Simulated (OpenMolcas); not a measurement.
**Mn⁴⁺: effect of the IPEA shift**

```
Program             : OpenMolcas
Basis               : ANO-RCC-VTZP [6s5p3d2f1g]
Scalar Hamiltonian  : DKH2, point nucleus
Active space        : 3 electrons in 10 orbitals (3d 4d)
State averaging     : 2S+1 = 4 even, 10 roots; 2S+1 = 2 even, 40 roots
Spin-orbit coupling : state interaction with AMFI integrals over the reference wave functions, term energies averaged over their components
```

Methods on the same reference wave functions:
A. CASSCF
B. MS-CASPT2, IPEA 0 Eh, imaginary shift 0.1 Eh (closed shells correlated: 3s 3p)
C. MS-CASPT2, IPEA 0.25 Eh, imaginary shift 0.1 Eh (closed shells correlated: 3s 3p)

Energies in eV above 3d3 4F 3/2, the measured ground level; measured values from Corliss and Sugar, J. Phys. Chem. Ref. Data 6, 1253 (1977).

```
               Level       A       B       C  Measured
          3d3 4F 3/2  0.0000  0.0000  0.0000    0.0000
          3d3 4F 5/2  0.0463  0.0466  0.0466    0.0445
          3d3 4F 7/2  0.1093  0.1098  0.1098    0.1035
          3d3 4F 9/2  0.1876  0.1877  0.1878    0.1751
          3d3 4P 1/2  2.4897   2.068   2.091    2.0376
          3d3 4P 3/2  2.5094   2.087   2.110    2.0575
          3d3 2G 7/2  2.5305   2.191   2.236    2.2184
          3d3 4P 5/2  2.5661   2.145   2.167    2.1138
          3d3 2G 9/2  2.5961   2.258   2.304    2.2812
          3d3 2H 9/2  3.3474   3.109   3.142    3.0965
          3d3 2P 1/2  3.3533   2.847   2.893    2.8618
   3d3 2P 3/2 [70 %]  3.3657   2.841   2.887    2.8416
         3d3 2H 11/2  3.3979   3.161   3.193    3.1410
3d3 2D 3/2(1) [71 %]  3.6494   3.073   3.121    3.0588
       3d3 2D 5/2(1)  3.6834   3.084   3.135    3.0537
          3d3 2F 7/2  5.7719   5.072   5.121    5.0119
          3d3 2F 5/2  5.7995   5.100   5.148    5.0470
       3d3 2D 5/2(2)  8.9206   8.003   8.032    7.7624
       3d3 2D 3/2(2)  8.9498   8.029   8.060    7.7928
```

Deviations, from unrounded energies. A percentage is the sum of absolute deviations over the sum of measured energies, with the sign that they share, or ± where signs differ.

| Against measurement | Levels | A | B | C |
| --- | --- | --- | --- | --- |
| mean absolute deviation (cm-1) | 18 | 3800 | 380 | 580 |
| fine structure of the ground term (%) | 3 | +6.2 | +6.5 | +6.5 |
| other terms of the ground configuration (%) | 15 | +15.7 | ±1.5 | +2.3 |

B lies closest to measurement on these levels and A furthest from it. The largest miss of B in the table is 3d3 2D 5/2(2), by +1900 cm-1. The ranking rests on the paired levels alone, and a cruder setting can come out closer through cancelling errors.

Between B and C the level of the table that moves most is 3d3 2D 5/2(1), by 410 cm-1 (lowest in B, highest in C). Moves below CASPT2's spread within the term are not significant.

The mean deviations of B to C differ by less than CASPT2's widest spread within a term (1200 cm-1), so their order carries little weight.

From A to B the spin-free energies of the other terms of 3d3 shown, above 4F, scale by factors of 0.83 to 0.93, as is usual when dynamic correlation screens the repulsion within a d or f shell.

The lowest spin-free term lies below A's lowest term by 0.321 hartree in B, 0.316 hartree in C.

CASPT2 breaks the degeneracy within a term, and the mean is taken; among the terms shown or strongly mixed into the levels shown the widest spread is 1200 cm-1 (3d3 4F, B). Active for correlation alone: 4d; no level in the range computed is led by a configuration that fills it, so any true level of that kind is missing. Without dynamic correlation excited terms often stand tens of per cent too high (terms of higher spin than the ground term too low), and those without a measured partner can miss by more than the paired ones (holds for A). Some levels mix across a computed gap that differs much from the measured one, so their mixing is not that of the real levels (holds for A). Measured partners are found by configuration, term and J. A level has none where our copy of the source lacks it or the pairing is in doubt (some pairs that miss far off the trend of their configuration count as doubtful), and it then counts in no deviation. Levels of configurations outside the active space are missing.

A share in square brackets marks a mixed level and gives the weight of the term that names it, the lowest over the columns. A number in round brackets counts repeated terms of one configuration in the order of the reference energies.
